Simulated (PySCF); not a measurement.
Dipole response of In(2+) (indium, charge +2)

[Kr] 4d9 5s1 5p1, one real determinant (an excited configuration). Computed with PySCF 2.14 in aug-cc-pVQZ-PP with one added diffuse shell each of s, p, d, f, g type with ECP28MDF (8s8p6d4f3g, 117 functions), with scalar relativity through the core potential. Coupled (time-dependent) response in atomic units; α is the mean over directions.

| method | mean α (bohr³) | α xx, yy, zz | C₆ (like pair) | S(−4) |
| --- | --- | --- | --- | --- |
| PBE0 | 15.59 | 15.91, 15.91, 14.95 | 85.21 | 97.76 |

S(−4) is the Cauchy moment in α(ω) = α(0) + S(−4) ω² + …

Spin-orbit coupling is absent.

α(iu) at PBE0:

```tsv
u (hartree)	α(iu) (bohr³)
0	15.59
0.0500	15.35
0.100	14.68
0.200	12.57
0.300	10.30
0.500	6.907
0.750	4.614
1.00	3.388
1.50	2.143
2.00	1.508
3.00	0.8654
5.00	0.3822
```

A single London oscillator, α(iu) = α/(1 + u²/ω²), gives C₆ = (3/4) ω α². Matching the computed C₆ needs ω = 4 × 85.21 / (3 × 15.59²) = 0.467 hartree.

For an ion, C₆ is the dispersion term alone; charge-induced terms of lower order in 1/R come first.

The components differ because the open shell of this determinant is not spherical; for a pure term their mean is the scalar polarisability.

⟨L²⟩ = 8.01 against 12 for a pure F term, so this real determinant mixes terms. Energies and moments cover only the electrons outside the core potential.
